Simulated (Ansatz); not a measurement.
C5H8BN, SMILES `[BH3-][n+]1ccccc1`, relaxed with RKS PBE0-D4/def2-TZVP in Ansatz from a PBE-D4/def2-SVP geometry. The force threshold is 0.005 eV/Å; the program also tests the step.

The species carries charge 0 and has multiplicity 1.

Start:

```xyz
15

B    -0.224    1.933   -1.172
N    -0.049    0.587   -0.334
C    -0.833    0.339    0.743
C    -0.740   -0.848    1.472
C     0.199   -1.816    1.088
C     1.012   -1.552   -0.024
C     0.864   -0.343   -0.706
H    -0.646    2.789   -0.394
H     0.873    2.197   -1.665
H    -1.059    1.671   -2.048
H    -1.541    1.141    0.995
H    -1.398   -0.999    2.339
H     0.300   -2.758    1.648
H     1.769   -2.272   -0.365
H     1.474   -0.070   -1.578
```

(1) How much energy does the relaxation release, and in how many steps? (Best estimate.)

(2) Which bonds change most? (Best estimate.)

(3) Give the relaxed structure. (Estimate.)

Results:

(1) Ansatz gave: 8.60 kJ/mol, in 5 steps, 1 of them rejected.

(2) Ansatz gave: B1–H10 from 1.238 to 1.217 Å; N2–C7 from 1.355 to 1.336 Å; N2–C3 from 1.355 to 1.336 Å; B1–H9 from 1.232 to 1.212 Å.

(3) Computed: 
```xyz
15

B    -0.227    1.920   -1.169
N    -0.046    0.576   -0.324
C    -0.822    0.333    0.735
C    -0.731   -0.840    1.457
C     0.198   -1.794    1.075
C     1.002   -1.535   -0.022
C     0.853   -0.340   -0.695
H    -0.632    2.760   -0.395
H     0.860    2.176   -1.642
H    -1.047    1.655   -2.027
H    -1.521    1.121    0.983
H    -1.380   -0.992    2.310
H     0.295   -2.722    1.626
H     1.745   -2.246   -0.358
H     1.452   -0.072   -1.555
```
